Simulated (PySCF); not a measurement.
**C₆ coefficients of unlike pairs at UHF**

Calculated with PySCF 2.14 from the dipole response of each species, C₆(A,B) = (3/π) ∫ α_A(iu) α_B(iu) du, in atomic units, from isotropic polarisabilities. For ions this is the dispersion term alone; charge-induced terms of lower order in 1/R come first.

| species | configuration | basis | relativity | α (bohr³) | C₆ (like pair) |
| --- | --- | --- | --- | --- | --- |
| Zn²⁺ | [Ar] 3d10 (1S) | x2c-TZVPPall with one added diffuse shell each of s, p, d, f type (7s6p5d3f1g) | spin-free X2C | 2.299 | 6.015 |
| Sc²⁺ | [Ar] 3d1 (2D) | def2-TZVPPD (6s6p4d2f1g) | none | 4.414 | 13.09 |
| Cr²⁺ | [Ar] 3d4 (5D) | aug-cc-pwCVTZ (10s9p7d4f3g) | none | 3.589 | 10.71 |
| P⁻ | [Ne] 3s2 3p4 (3P) | aug-cc-pV(Q+d)Z with one added diffuse shell each of s, p, d, f, g type (8s7p6d4f3g) | none | 117.9 | 1243 |

(1) Estimate C₆ for P⁻ with Cr²⁺.

No spin-orbit coupling is included.

The other pairs:

| pair | C₆ |
| --- | --- |
| P⁻, Sc²⁺ | 94.77 |
| P⁻, Zn²⁺ | 54.78 |
| Cr²⁺, Sc²⁺ | 11.79 |
| Cr²⁺, Zn²⁺ | 7.956 |
| Sc²⁺, Zn²⁺ | 8.653 |

Results:

(1) The integral gives 80.92. The combination rule 2 C_A C_B / (C_A α_B/α_A + C_B α_A/α_B) gives 68.32 and the geometric mean 115.4.
